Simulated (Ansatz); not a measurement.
BrHMg (SMILES [MgH][Br]) moved off its minimum; all values from Ansatz (a quantum-chemistry and plane-wave program), cores frozen in correlated methods.
(charge 0, multiplicity 1)
```xyz
3

Mg     0.04555     0.01681    -1.68120
H      0.02935     0.03242    -3.30885
Br    -0.00740    -0.06933     0.73870
```

Forces at PBE/def2-TZVPP (eV/Å):

```tsv
atom	Fx	Fy	Fz
Mg1	-0.033	-0.049	1.281
H2	0.009	0.020	-0.709
Br3	0.023	0.029	-0.572
```

Give the forces (eV/Å), the total energy and the dipole at CCSD(T)/def2-TZVPPD.


| atom | Fx | Fy | Fz |
|---|---|---|---|
| Mg1 | -0.034 | -0.050 | 1.254 |
| H2 | 0.010 | 0.021 | -0.682 |
| Br3 | 0.024 | 0.030 | -0.571 |
Energy -2772.9063 hartree, dipole 1.96 D.
